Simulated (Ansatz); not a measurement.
Two isomers of C2H5BOS: A = `B1COCS1`, B = `BCC(O)=S`.

Gas-phase electronic energies from Ansatz, PBE0-D4/def2-TZVP geometries. CBS: MP2 limit from def2 TZ/QZ plus the TZ coupled-cluster correction, frozen cores. DFT in def2-TZVPP. B3LYP here is the variant with VWN-RPA as its local correlation; programs differ in this. Each species was taken in one conformer, which may not be the lowest.

A:

```xyz
10

B     0.7073    0.2606   -1.1239
C    -0.5261    0.8601   -0.3521
O    -1.0517   -0.1513    0.5016
C    -0.0499   -0.9625    0.9998
S     1.2218   -1.2164   -0.3208
H     1.2482    0.7089   -2.0835
H    -0.2036    1.7403    0.2326
H    -1.3412    1.1947   -0.9983
H     0.4737   -0.5129    1.8539
H    -0.4784   -1.9216    1.2907
```

B:

Z-matrix (Å, degrees):
```
C
C 1 1.502
B 1 1.551 2 119.1
H 1 1.089 2 110.2 3 135.7
H 1 1.112 2 106.7 3 -110.9
S 2 1.620 1 123.6 3 -140.2
O 2 1.332 1 115.4 3 40.4
H 3 1.202 1 121.2 2 -25.4
H 3 1.193 1 120.4 2 159.4
H 7 0.968 2 109.7 1 -8.2
```

(1) Which isomer does CCSD(T)/CBS put lower? Give the gap. (Best estimate.)

(2) Give E(B) − E(A) in kcal/mol with ωB97M-V, r2SCAN-D4, CCSD(T)/def2-TZVPP, B3LYP, HF/def2-TZVPP, B3LYP-D4, CCSD/def2-TZVPP. (Estimate.)

Largest T1 diagnostic: 0.016.

Results:

(1) Computed: A, by 26.6 kcal/mol.

(2) The calculation gave: ωB97M-V 26.7, r2SCAN-D4 26.4, CCSD(T)/def2-TZVPP 26.7, B3LYP 24.2, HF/def2-TZVPP 24.3, B3LYP-D4 24.9, CCSD/def2-TZVPP 27.1. None reverses the order clearly.

In def2-TZVPP, CCSD(T) changes the Hartree–Fock value by +2.4 kcal/mol (the triples alone add −0.3 kcal/mol) and MP2 by +2.3 kcal/mol. From PBE to PBE0 (25 % exact exchange), in def2-TZVPP and without D4, E(B) − E(A) moves by +2.2 kcal/mol.
